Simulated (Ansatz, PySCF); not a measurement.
Pair of molecules: HCl (SMILES Cl) (first 2 atoms) with C2H2 (SMILES C#C); geometry from B3LYP-D3(BJ)/def2-TZVP, rigid monomers moved along the line of their centres of mass till H2···C4 is 3.32 Å.
(charge 0, multiplicity 1):
```json
[
 {"atom": "Cl", "x (Å)": "-0.1177", "y (Å)": "0.5380", "z (Å)": "-0.4665"},
 {"atom": "H", "x (Å)": "-0.1237", "y (Å)": "0.3436", "z (Å)": "0.8106"},
 {"atom": "C", "x (Å)": "-0.5549", "y (Å)": "-0.5627", "z (Å)": "3.9794"},
 {"atom": "C", "x (Å)": "0.2913", "y (Å)": "0.2754", "z (Å)": "4.1065"},
 {"atom": "H", "x (Å)": "-1.3062", "y (Å)": "-1.3075", "z (Å)": "3.8710"},
 {"atom": "H", "x (Å)": "1.0427", "y (Å)": "1.0189", "z (Å)": "4.2232"}
]
```

Monomers are frozen at their geometry in the pair; levels with a basis set take the counterpoise correction.

Cores are frozen in the correlated methods. CBS(a, b) extrapolates the correlation energy as X⁻³ and adds the Hartree–Fock energy of set b. Rows in 6-31G* carry no dispersion term and start afresh at each structure (6-31G* with six Cartesian d functions). MP2/6-31G* freezes PySCF's default core.

Run with Ansatz (a first-principles code) with Gaussian orbitals; PySCF for 6-31G* rows. 

### Question
What interaction energy does wB97M-V/def2-TZVPPD give?

### Answer
-1.5 kcal/mol
